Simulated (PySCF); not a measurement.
C₄H₁₀OSi, SMILES C[SiH2]C1COC1.

Geometry: PBE0-D3(BJ)/def2-SVP. This is a generated structure with no PubChem entry under its InChIKey; it may be hypothetical. The values are those of a single conformer.

Method: SMD-B3LYP/6-31G* (PySCF).

Solvation free energies are E(SMD) − E(gas) at the gas-phase geometry, for 1 M in both phases. In vacuum the dipole moment is 2.14 D.

Computed solvation free energies in water, dimethylsulfoxide, 2-propanol:
| solvent | ΔG(solv) (kcal/mol) | its non-electrostatic (CDS) part | dipole (D) |
|---|---|---|---|
| water | -1.2 | 4.2 | 2.82 |
| dimethylsulfoxide | -2.7 | 0.5 | 2.59 |
| 2-propanol | -4.3 | 0.2 | 2.71 |
